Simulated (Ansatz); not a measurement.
# Which is lower?

Two relaxed structures of HTeSO (charge +1), closed shell (PBE0-D4/def2-TZVP; forces vanish, vibrations not checked).

A:

O1  (-1.084, -1.366, 1.313)
S2  (-0.151, 0.442, -1.150)
Te3  (0.273, -0.290, 1.006)
H4  (0.962, 1.214, -1.169)
(Å)

B:

O1  (0.765, -0.665, 0.497)
S2  (0.150, -0.051, -0.859)
Te3  (-1.230, -0.571, 1.001)
H4  (0.314, 1.286, -0.639)
(Å)

Computed with Ansatz 0.2.0 (basis: def2-TZVPP); correlated methods freeze the cores. Filled d shells of the heavier atoms are correlated. Core potentials replace the inner electrons of the atoms past krypton. The def2 sets are not built for correlating such inner shells, so the correlated values are less sure here. B3LYP uses VWN-RPA correlation.

(1) Which structure is lower at CCSD(T), and by how much? (Judge from chemistry; the value comes from the calculation.)

(2) Do the other methods give the same order? (A judgement: the text doesn't fix the answer.)

No T1 diagnostic of these runs exceeds 0.025. The restricted Hartree–Fock reference is unstable towards an unrestricted one at one or more of these structures.

Results:

(1) The calculation gives: A, by 59.0 kJ/mol (electronic energy, against the other). By their contacts, A is HTeSO ([O][Te][SH]), total charge +1 and B is HTeSO ([O]1[SH][Te]1), total charge +1.

(2) By the calculation: Not all: HF gives the other order.

| method | E(B) − E(A) (kJ/mol) |
| --- | --- |
| PBE-D4 | 70.1 |
| r2SCAN-D4 | 67.5 |
| PBE0-D4 | 42.0 |
| B3LYP-D4 | 54.0 |
| wB97M-V | 26.0 |
| HF | -3.4 |
| MP2 | 74.2 |
| CCSD | 40.7 |
| CCSD(T) | 59.0 |

Labels in which every atom is bracketed show which atoms are joined, not bond orders.

For scale, one of the runs: CCSD(T)/def2-TZVPP, 137 basis functions, launched by `ansatz run in.yaml --threads 2 --pin off --events-out ev --progress --plain --max-ram 4352MiB`. Hardware: 2 CPU threads of an Arm Neoverse V1, shared host. Wall time 27 s; peak host memory 0.8 GiB.
